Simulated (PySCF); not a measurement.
C₂H₇FSi₃, SMILES F[SiH2]C#C[SiH2][SiH3].

Geometry optimised at PBE-D3(BJ)/def2-SVP. The structure was generated by enumeration, and PubChem lists no compound with its InChIKey, so it may never have been made.

Computed with PBE-D3(BJ)/def2-SVP in PySCF.

Frequencies are harmonic and unscaled.

```csv
mode,ν (cm⁻¹),IR (km/mol),moving atoms (share of kinetic energy)
1,9,1.0,"Si 41 %, F 34 %, H 25 %"
2,40,0.2,"Si 46 %, F 30 %, C 13 %, H 10 %"
3,84,0.6,"H 73 %, C 22 %"
4,114,2.9,"Si 37 %, C 29 %, F 24 %, H 10 %"
5,117,1.2,"H 48 %, C 41 %, Si 11 %"
6,251,10.7,"C 53 %, F 26 %, Si 16 %"
7,294,0.3,"C 66 %, H 33 %"
8,345,15.8,"H 84 %, C 12 %"
9,363,6.2,"Si 38 %, C 37 %, H 23 %"
10,401,5.4,"Si 57 %, C 33 %"
11,451,18.1,"Si 73 %, H 13 %, C 13 %"
12,514,12.0,"H 65 %, Si 25 %, C 10 %"
13,568,1.4,"H 73 %, Si 22 %"
14,636,76.8,"H 64 %, Si 18 %, C 15 %"
15,703,14.6,"H 89 %, C 8 %"
16,714,2.8,H 93 %
17,740,410.9,"H 84 %, Si 14 %"
18,798,161.7,"C 65 %, Si 22 %"
19,832,78.1,"H 85 %, Si 12 %"
20,844,14.3,"H 41 %, F 40 %, Si 15 %"
21,884,158.9,H 93 %
22,898,299.4,"H 88 %, Si 9 %"
23,900,31.2,H 98 %
24,908,9.0,H 93 %
25,934,190.3,"H 67 %, Si 24 %, F 8 %"
26,2146,32.2,"C 87 %, H 12 %"
27,2154,44.8,"H 90 %, C 9 %"
28,2159,67.6,H 95 %
29,2163,30.8,H 96 %
30,2173,88.1,H 96 %
31,2180,96.9,H 96 %
32,2199,89.5,H 98 %
33,2204,111.0,H 95 %
```
